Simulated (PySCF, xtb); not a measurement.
H4HfS, SMILES [SH][HfH3], multiplicity 1.

GFN2-xTB (xtb) at its own geometry gives an orbital gap of 2.75 eV and a dipole moment of 4.05 D.

The structure is a stationary point at PBE0-D3(BJ)/def2-TZVP. The multiplicity is an assumed one; other spin states were not compared. The def2 effective core potentials stand for the cores of Hf; spin–orbit coupling is left out.

### Question
What does B3LYP/def2-TZVPD (PySCF) give? (The exact figures need the calculation; the answer reports its results.)

### Answer
gap 5.61 eV (levels -7.92 and -2.31 eV), dipole 0.68 D.
